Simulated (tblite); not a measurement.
Compound: C₆H₅N₂ (doublet state).
Numbering: `[C:1]#[C:2][c:3]1[cH:4][n:5][n:6]([CH3:7])[cH:8]1` (hydrogens: H9 on C4; H10, H11, H12 on C7; H13 on C8)

Cartesian coordinates in Å at the GFN2-xTB level; atoms count from 1:
```xyz
13
C6H5N2 angstrom
C      3.804    0.491    0.902
C      2.749    0.381    0.312
C      1.421    0.003    0.043
C      0.977   -1.057   -0.783
N     -0.333   -1.057   -0.862
N     -0.766   -0.053   -0.097
C     -2.171    0.202    0.028
C      0.247    0.618    0.469
H      1.566   -1.776   -1.315
H     -2.673   -0.686    0.417
H     -2.597    0.436   -0.949
H     -2.330    1.037    0.706
H      0.101    1.462    1.112
```

Calculated harmonic vibrations of the isolated species, GFN2-xTB (tblite), most abundant isotopes, no scaling. Errors from tens to a few hundred cm⁻¹ against measured bands are possible. One conformer, not necessarily the lowest. Open shells enter through the occupations alone, without spin polarisation, and single modes of such species can be off by tens of per cent. The optimisation stopped once no atom felt more than 0.01 eV/Å.

Lowest wavenumbers of the output (negative numbers stand for imaginary wavenumbers):
```
mode    cm-1
  1     -59.9
  2     124.4
  3     125.6
  4     223.8
  5     306.3
  6     380.2
  7     416.3
  8     558.3
  9     588.3
 10     632.6
 11     728.8
 12     768.0
 13     833.8
 14     988.5
 15    1002.3
```

**Question.** Is this structure a minimum?

**Answer.** Not by this Hessian. 1 mode is imaginary beyond 20i (60i cm⁻¹), so at this level the point lies at or near a first-order saddle. The curvature is small, so loose convergence or finite differences may be the whole cause.

**Question.** Which atoms move in the imaginary mode?

**Answer.** 60i: H10 (hydrogen on carbon) 34 %, H11 (hydrogen on carbon) 34 %, H12 (hydrogen on carbon) 28 %. These are shares of the mass-weighted motion.

**Question.** What is the remedy?

**Answer.** Step along that mode in both directions, optimise again with tighter thresholds and repeat the frequencies. The zero-point energy of this point (58.4 kcal/mol) counts the 32 real modes alone, and thermal corrections from it aren't those of a minimum.
